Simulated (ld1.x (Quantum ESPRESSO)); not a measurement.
## tungsten: excitation energies, all-electron against TM

ld1.x (Quantum ESPRESSO) 7.5 input, shortened:

```
&input
   title='W', zed=74., rel=2, dft='PZ', iswitch=3,
   config='[Xe] 4f14 5d4 6s2 6p0', rel_dist='average'
 /
 &inputp
   pseudotype=2, tm=.true., lloc=-1, rcloc=2.55,
   nlcc=.true., new_core_ps=.true., rcore=1.75
 /
3
6S  1  0   2.00   0.00  2.90  2.90  0.0
6P  2  1   0.00   0.00  3.55  3.55  0.0
5D  3  2   4.00   0.00  2.40  2.40  0.0
 &test
   configts(1)='5d4 6s2 6p0'
 /
```

Open shells are filled in proportion to 2j + 1 (rel_dist='average').

Energies are relative to the spin-unpolarised reference configuration 5d4 6s2 6p0; without spin polarisation the order of configurations can differ from experiment. The frozen-core shift is the all-electron ΔE with the core orbitals held at their reference shape minus the fully relaxed ΔE.

**Question.** Give the all-electron excitation energy and the error of the potential for: 5d4 6s1 6p0; 5d4 6s0 6p0; 5d3 6s0 6p0; 5d4 6s0 6p1; 5d2 6s0 6p0; 5d4 6s1 6p1; 5d4 6s0 6p2.

**Answer.**

| valence configuration | charge | ΔE all-electron (eV) | error AE − PS (meV) | frozen-core shift (meV) |
| --- | --- | --- | --- | --- |
| 5d4 6s1 6p0 | +1 | 9.136 | -3.0 | +1.1 |
| 5d4 6s0 6p0 | +2 | 25.163 | -31 | +9.3 |
| 5d3 6s0 6p0 | +3 | 50.859 | -137 | +173 |
| 5d4 6s0 6p1 | +1 | 14.636 | -0.8 | +4.2 |
| 5d2 6s0 6p0 | +4 | 88.378 | -592 | +757 |
| 5d4 6s1 6p1 | 0 | 4.532 | -1.2 | +0.7 |
| 5d4 6s0 6p2 | 0 | 9.346 | -6.1 | +2.9 |

Levels in the configuration 5d3 6s0 6p0:

```
   level  all-electron (eV)  pseudo (eV)
5d j=3/2            -31.994      -32.245
5d j=5/2            -31.029      -31.272
```

These tests converged, but a pseudo level misses the all-electron one widely, so the file describes the atom poorly there or has found another state: 5d2 6s0 6p0: empty 6s by 5.3 eV (a node warning on the way).
